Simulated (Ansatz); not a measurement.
Species: C$_{3}$H$_{3}$ (charge +1, singlet). It need not be the lowest isomer of its formula. SMILES: [CH][C][CH2+]
Geometry from a B3LYP-D3(BJ)/def2-TZVP (Ansatz, a quantum-chemistry and plane-wave program) optimisation:
```xyz
6

C     -1.2055    -0.2741    -0.0114
C      0.1021     0.0232     0.0010
C      1.2954     0.2946     0.0123
H     -1.6059    -1.0478     0.6419
H     -1.8893     0.2530    -0.6751
H      2.3426     0.5327     0.0222
```
Charge +1, spin multiplicity 1.

Quantity: vertical ionisation energy (to the doublet state of charge +2; each state is the SCF solution reached for its spin; for the singlet the Hartree-Fock reference is unstable and T1 is 0.021), in eV. Correlated levels leave the core frozen unless marked. UHF or UKS for open shells. Spin-orbit coupling is left out. Non-relativistic. Basis-set limits of correlation are two-point, X^-3; Hartree-Fock from the larger set. The bracket is a focal-point correction in the basis named.

```json
[
 {"level": "BHLYP/def2-TZVPD", "program": "Ansatz", "vertical ionisation energy (eV)": "?"},
 {"level": "SCS-MP2/aug-cc-pVDZ", "program": "Ansatz", "vertical ionisation energy (eV)": "18.33"},
 {"level": "SCS-MP2/aug-cc-pVTZ", "program": "Ansatz", "vertical ionisation energy (eV)": "18.47"},
 {"level": "RI-MP2/CBS(aug-cc-pVTZ,aug-cc-pVQZ)+[CCSD(T)-MP2]/aug-cc-pVTZ", "program": "Ansatz", "vertical ionisation energy (eV)": "?"}
]
```

**Question.** Some entries are withheld; supply them.

**Answer.** 
- BHLYP/def2-TZVPD, vertical ionisation energy (eV): 17.80
- RI-MP2/CBS(aug-cc-pVTZ,aug-cc-pVQZ)+[CCSD(T)-MP2]/aug-cc-pVTZ, vertical ionisation energy (eV): 18.36
